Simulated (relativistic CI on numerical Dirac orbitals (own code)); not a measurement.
# Sensitivity of the levels of Yb XIII to α and to the nuclear radius

These numbers are calculated, not measured: Dirac-Coulomb-Breit CI, KLI orbitals optimised for each configuration, derivatives by finite differences, unscaled Slater integrals, QED left out (own radial code, finite nucleus).

CI space (outside the closed core [Ar] 3d10 4p6 4d10): 4s2 4f10 5s2, 4s2 4f12, 4s2 4f11 5s, 4s2 4f11 5p, 4s2 4f11 5d, 4s2 4f10 6s2, 4f12 5s2. The list is cut by size and lacks configurations that can hold low levels.

With x = (α/α₀)² − 1 an excitation energy changes as ω = ω₀ + qx; K = 2q/ω₀ is the relative enhancement. Terms are leading LS components, so labels can repeat. The field-shift factor is F = δν/δ⟨r²⟩ for the transition from the lowest level.

Lowest level 4s2 4f10 5s2 5I_8.

| Level | ω₀ (cm⁻¹) | q (cm⁻¹) | K | F (GHz/fm²) |
| --- | --- | --- | --- | --- |
| 4s2 4f10 5s2 5I_7 | 8259.3 | 8425 | 2.04 | 0.456 |
| 4s2 4f10 5s2 5I_6 | 13958.2 | 12640 | 1.81 | 0.709 |
| 4s2 4f10 5s2 5I_5 | 18101.0 | 14790 | 1.63 | 0.859 |
| 4s2 4f10 5s2 5I_4 | 21433.8 | 17390 | 1.62 | 1.01 |
| 4s2 4f10 5s2 5F_5 | 26952.5 | 1807 | 0.134 | 0.51 |
| 4s2 4f10 5s2 5S_2 | 31238.8 | 2588 | 0.166 | 0.611 |
| 4s2 4f10 5s2 3K_8 | 31750.3 | 3690 | 0.232 | 0.684 |
| 4s2 4f10 5s2 5F_4 | 32305.0 | 7313 | 0.453 | 0.803 |
| 4s2 4f10 5s2 5F_3 | 35527.1 | 10200 | 0.574 | 0.968 |
| 4s2 4f10 5s2 5F_2 | 35824.5 | 7796 | 0.435 | 0.884 |
| 4s2 4f10 5s2 5F_1 | 37940.5 | 10410 | 0.549 | 1.02 |
| 4s2 4f10 5s2 5G_6 | 38087.2 | 2806 | 0.147 | 0.719 |
| 4s2 4f10 5s2 3K_7 | 39550.5 | 10670 | 0.54 | 1.08 |

At this charge energies of transitions that change n are usually good to better than 1 %, and those within a shell (Δn = 0) to a few per cent. Terms inside the open d or f shell come out 10 to 20 % too wide with unscaled integrals. Levels and lines within the n = 5 or 6 shells can be off by up to 10 % or somewhat more, and those that change n by about 2 %, since core polarisation is missing.
